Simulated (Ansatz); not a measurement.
Consider the cleavage of the Si–Sb bond: `N[SiH2][SbH2]` + `[OH][GeH3]` → `N[SiH2][O][GeH3]` + `[SbH3]`.

Program: Ansatz. Geometries: PBE0-D4/def2-TZVP. ΔE: electronic, gas phase. CBS: MP2 limit from def2 TZ/QZ plus the TZ coupled-cluster correction, frozen cores. Functionals use def2-TZVPP. B3LYP here is the variant with VWN-RPA as its local correlation; programs differ in this. def2 core potentials past Kr. For Ge, Sb outer-core shells are correlated without core-valence functions, which leaves a few kJ/mol of doubt a bond. Scalar relativity is left out up to krypton. Each species was taken in one conformer, which may not be the lowest.

Task: Is it downhill or uphill in electronic energy at CCSD(T)/CBS, and by how much? (An estimate is asked.)

Result: The calculation gave: Downhill: ΔE = -92.4 kJ/mol.

Task: What do these levels give: r2SCAN-D4, B3LYP-D4, B2PLYP, MP2/def2-TZVPP, SCS-MP2/def2-TZVPP, CCSD(T)/def2-TZVPP? (An estimate is asked.)

Result: Ansatz gave: r2SCAN-D4 -93.0, B3LYP-D4 -95.4, B2PLYP -99.3, MP2/def2-TZVPP -96.6, SCS-MP2/def2-TZVPP -102.9, CCSD(T)/def2-TZVPP -100.3 kJ/mol.

Largest T1 diagnostic among the species: 0.014.

From PBE to PBE0 (25 % exact exchange), in def2-TZVPP and without D4, ΔE moves by −6.1 kJ/mol. In def2-TZVPP, CCSD(T) changes the Hartree–Fock value by +18.5 kJ/mol (the triples alone add +2.8 kJ/mol) and MP2 by +22.2 kJ/mol.
